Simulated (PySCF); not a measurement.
These 2 structures share the formula C7H7ClS. Method: PBE0-D3(BJ)/def2-SVP geometry optimisation, gas phase in PySCF 2.14.0. Energies are electronic, without zero-point or thermal terms, for one conformer each. No frequencies were run at this level. Point groups hold within 0.08 Å.

Task: Rank from lowest to highest electronic energy at this level (kcal/mol).
A. `[CH3:1][S:2][c:3]1[cH:4][cH:5][c:6]([Cl:7])[cH:8][cH:9]1` with C1–S2–C3–C4 180°
B. `[CH3:1][S:2][c:3]1[cH:4][cH:5][cH:6][c:7]([Cl:8])[cH:9]1` with C1–S2–C3–C4 180°

Result: B (0.0), A (0.5).

Neighbours under 2.5 kcal/mol apart (CSc1cccc(Cl)c1 and CSc1ccc(Cl)cc1) can change places with a better method, another conformer or zero-point energy.

| SMILES | E (Eh) | E rel (kcal/mol) | dipole (D) | point group | A, B, C (MHz) |
| --- | --- | --- | --- | --- | --- |
| CSc1cccc(Cl)c1 | -1128.29241 | 0.0 | 0.96 | Cs | 1995, 745.5, 544.6 |
| CSc1ccc(Cl)cc1 | -1128.29164 | 0.5 | 2.19 | Cs | 4102, 536.5, 475.9 |

Task: As an exercise, what shares would exp(−E/RT) give at 2000 K from these electronic energies alone (no entropy, no degeneracies)?

Result: RT = 3.974 kcal/mol: CSc1cccc(Cl)c1 53.0 %, CSc1ccc(Cl)cc1 47.0 %.
